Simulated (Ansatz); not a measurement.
Consider the redistribution: `C[SiH2]P` + `BN[SiH](C)C` → `C[SiH](C)NP` + `B[SiH2]C`.

Computed with Ansatz on PBE0-D4/def2-TZVP structures; ΔE is electronic, products minus reactants. CBS: MP2 limit from def2 TZ/QZ plus the TZ coupled-cluster correction, frozen cores. Functionals use def2-TZVPP. B3LYP here is the variant with VWN-RPA as its local correlation; programs differ in this. Each species was taken in one conformer, which may not be the lowest.

`C[SiH2]P`:

Cartesian coordinates in Å:
```
C 1.184 0.657 -0.702
Si -0.540 0.388 -0.028
P -0.484 -1.238 1.538
H 1.190 1.473 -1.429
H 1.553 -0.243 -1.199
H 1.879 0.911 0.102
H -1.482 0.070 -1.138
H -1.032 1.618 0.652
H -1.898 -1.348 1.618
H -0.370 -2.287 0.586
```

`BN[SiH](C)C`:

Cartesian coordinates in Å:
```
B 1.975 1.187 -0.357
N 0.658 1.025 -0.789
Si -0.463 -0.283 -0.452
C -1.942 0.386 0.471
C 0.396 -1.625 0.505
H 2.478 0.350 0.337
H 2.592 2.162 -0.684
H 0.294 1.766 -1.375
H -0.935 -0.814 -1.765
H -2.685 -0.400 0.635
H -1.644 0.783 1.445
H -2.428 1.190 -0.087
H 0.742 -1.263 1.476
H -0.298 -2.451 0.677
H 1.260 -2.014 -0.037
```

`C[SiH](C)NP`:

Cartesian coordinates in Å:
```
C 0.975 1.394 0.063
Si 0.323 -0.334 -0.194
C 0.996 -1.526 1.074
N -1.409 -0.355 -0.069
P -2.537 0.491 -1.022
H 2.062 1.412 -0.055
H 0.552 2.090 -0.666
H 0.731 1.761 1.064
H 0.722 -0.775 -1.565
H 0.617 -2.538 0.911
H 2.087 -1.568 1.019
H 0.725 -1.216 2.087
H -1.839 -1.054 0.514
H -2.078 1.829 -0.852
H -1.929 0.389 -2.310
```

`B[SiH2]C`:

Cartesian coordinates in Å:
```
B 0.682 1.576 0.704
Si -0.031 0.247 -0.624
C -0.482 -1.439 0.063
H 0.774 1.359 1.878
H 1.032 2.656 0.323
H 0.983 0.094 -1.713
H -1.234 0.873 -1.256
H -1.247 -1.349 0.837
H -0.868 -2.095 -0.721
H 0.391 -1.922 0.509
```

```csv
level,ΔE (kcal/mol)
B3LYP,49.1
CCSD(T)/def2-TZVPP,49.3
```

Q: What does CCSD(T)/CBS give? (Best estimate.)

A: The calculation gave: +49.1 kcal/mol. The listed levels differ from it by 0.0, 0.2 kcal/mol.

Largest T1 diagnostic among the species: 0.012.

In def2-TZVPP, CCSD(T) changes the Hartree–Fock value by +3.9 kcal/mol (the triples alone add +0.9 kcal/mol) and MP2 by +5.2 kcal/mol.
